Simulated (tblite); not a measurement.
Level: GFN2-xTB in tblite, geometry and Hessian alike; calculated harmonic values, unscaled, isolated species. Against measured fundamentals such values can be off by several per cent, at times by over 20. One conformer each. Open shells enter through the occupations alone, without spin polarisation, and single modes of such species can be off by tens of per cent. Thermal functions are those of the rigid rotor and harmonic oscillator, without mixing of conformers.

**Question.** Order these by their ideal-gas entropy at 200 K and 1 bar, highest first (cal/(mol K)).
A. `[CH2]OC1(C)C=C1` [radical]
B. `S=Cc1ccc2cccccc1-2`
C. `[H]/[C]=C(/C)OC` [radical]
D. `C(C[O])C=C` [radical]
E. `[CH2+][CH]C1=CN=C(C=O)O1` [radical]

**Answer.** B (84.9), E (81.3), A (74.2), C (71.5), D (66.7).

```csv
SMILES,atoms,mass (u),symmetry number,modes under 300 cm⁻¹,ZPE (kcal/mol),S translation (cal/(mol K)),S rotation,S vibration,S spin,S,Cp
S=Cc1ccc2cccccc1-2,20,172.03,1,7,93.0,39.4,29.8,15.7,0.0,84.9,28.2
[CH2+][CH]c1cnc(C=O)o1,14,123.03,1,6,58.8,38.4,27.7,13.8,1.4,81.3,24.0
[CH2]OC1(C)C=C1,13,83.05,1,4,62.6,37.2,25.0,10.6,1.4,74.2,21.2
[H]/[C]=C(/C)OC,12,71.05,1,4,60.4,36.7,24.2,9.2,1.4,71.5,18.9
C=CCC[O],12,71.05,1,3,60.3,36.7,24.1,4.5,1.4,66.7,15.8
```

Entropies and Cp are for 200 K and 1 bar.
